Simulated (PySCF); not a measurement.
Ligand exchange on a metal centre used in film growth or etching (Cd Cl-OH). Isolated molecules, 0 K electronic values unless said otherwise. One relaxed conformer stands for each flexible species; it need not be the lowest.

All values below come from PBE-D3(BJ)/def2-TZVP // TPSS-D3(BJ)/def2-SVP run with PySCF. All candidates: neutral, multiplicity 1. 

```
Item             Result
-------------  --------
LUMO           -2.85 eV
HOMO           -6.77 eV
HOMO–LUMO gap   3.91 eV
```

**Question.** Which member has these values?
A) [Cd(Cl)(OH)]
B) [Cd(OH)2]
C) [Cd(Cl)2]

**Answer.** A, [Cd(Cl)(OH)]. The others give [Cd(OH)2]: -2.46 eV, -6.22 eV, 3.77 eV; [Cd(Cl)2]: -3.23 eV, -7.52 eV, 4.29 eV
